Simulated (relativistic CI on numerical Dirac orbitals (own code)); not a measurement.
Ce²⁺: from the plainest model towards the measured levels

Calculated with a relativistic CI code on KLI orbitals (one set per configuration, finite nucleus), adding one ingredient at a time: step 1, Dirac-Coulomb, each configuration alone; step 2, with Breit and QED terms; step 3, with configuration mixing; step 4, with scaled Slater integrals (0.85); step 5, with a P86 correlation estimate; step 6, tied to the ionisation limit. P86 is a density functional for the correlation energy, evaluated here for each configuration and added to its levels. Step 6 is semi-empirical: configurations made of the next ion and one excited electron move by 7325 cm⁻¹, so that their limit matches the tabulated ionisation energy, and those with a non-penetrating f or g electron also take the P86 value of the least penetrating other one.

CI space (outside the closed core [Xe]): 4f², 4f5d, 4f6s, 5d², 4f6p, 5d6s, 4f6d, 4f7s, 4f5f, 6s², 5d6p, 4f7p, 5d5f, 6s6p, 4f7d, 4f6f.

Computed minus measured energy above the ground level, in cm⁻¹, for 17 of the 35 excited levels that pair in every step (one J of a term; a digit in brackets numbers repeated terms):

| Configuration | Term | J | Measured | Step 1 | Step 2 | Step 3 | Step 4 | Step 5 | Step 6 |
| --- | --- | --- | --- | --- | --- | --- | --- | --- | --- |
| 4f² | 3H | 5 | 1528 | 66 | -85 | -136 | -134 | -130 | -125 |
| 4f5d | 1G° | 4 | 3277 | -10649 | -9953 | -9053 | -9329 | -6139 | 1120 |
| 4f² | 3F | 2 | 3763 | 1461 | 1451 | 372 | 36 | 206 | 191 |
| 4f5d | 3F° | 2 | 3822 | -9947 | -9196 | -8376 | -8913 | -5718 | 1536 |
| 4f5d | 1D° | 2 | 6571 | -8174 | -7531 | -6739 | -7697 | -4501 | 2750 |
| 4f5d | 3G° | 4 | 7837 | -8479 | -7845 | -7172 | -8315 | -5112 | 2133 |
| 4f² | 1D | 2 | 12835 | 5113 | 5006 | 1597 | 330 | 903 | 861 |
| 4f² | 3P | 0 | 16072 | 6702 | 6675 | 1995 | 305 | 1132 | 1073 |
| 4f6s | (5/2,1/2)° | 2 | 19236 | -10342 | -9404 | -8741 | -9774 | -3348 | 3886 |
| 5d² | 3F | 2 | 40440 | -16854 | -15184 | -13216 | -13871 | -8198 | -8205 |
| 5d² | 3P | 0 | 48076 | -15405 | -13756 | -7739 | -10762 | -5787 | -5800 |
| 4f6p | (5/2,1/2) | 3 | 48267 | -12422 | -11527 | -10549 | -11579 | -4476 | 2703 |
| 4f6p | (7/2,1/2) | 3 | 50375 | -12485 | -11738 | -11413 | -12210 | -5002 | 1371 |
| 4f6p | (5/2,3/2) | 3 | 51262 | -12659 | -11838 | -11014 | -12063 | -4950 | 2210 |
| 4f6p | (7/2,3/2) | 3 | 53616 | -11874 | -11196 | -12040 | -12837 | -5581 | 937 |
| 5d6s | 3D | 3 | 65551 | -18122 | -16307 | -12586 | -14187 | -5518 | -3774 |
| 5d6s | 1D | 2 | 70433 | -16930 | -15098 | -10026 | -12802 | -4193 | -3095 |

Mean absolute errors in cm⁻¹, over all paired levels and for the configurations:

```tsv
Configuration, levels	Step 1	Step 2	Step 3	Step 4	Step 5	Step 6
all, 35	9550	8808	7281	7963	4269	2564
4f², 9	3579	3497	1470	384	729	695
4f5d, 12	8426	7773	7112	8354	5150	2098
4f6s, 1	10342	9404	8741	9774	3348	3886
5d², 5	16418	14789	11272	12857	7449	7457
4f6p, 6	12242	11463	11422	12327	5124	1713
5d6s, 2	17526	15702	11306	13495	4856	3434
```

Measured levels: Martin, Zalubas and Hagan, Atomic Energy Levels: The Rare-Earth Elements, NSRDS-NBS 60 (1978).

The mean absolute error is lowest at step 6 (2564 cm⁻¹), and the largest single drop is from step 4 to 5 (7963 to 4269). Terms of the ground configuration are off by 3579 at first, 1470 with mixing and 384 after scaling, which stands in for the correlation that narrows term splittings. The Breit and QED terms change the top of the ground term (measured 3127) from 3304 to 2994. Mixing lowers the ground level by 1017; relative to it the configurations that move most are 5d6s by +4397, 5d² by +3517, 4f6s by +664. The P86 estimate moves 5d6s by +8639, 4f6p by +7203, 4f6s by +6425, and takes the mean absolute error of the excited configurations from 10587 to 5494. Step 6 takes that error from 5494 to 3211; the error more than halves for 4f5d, 4f6p.
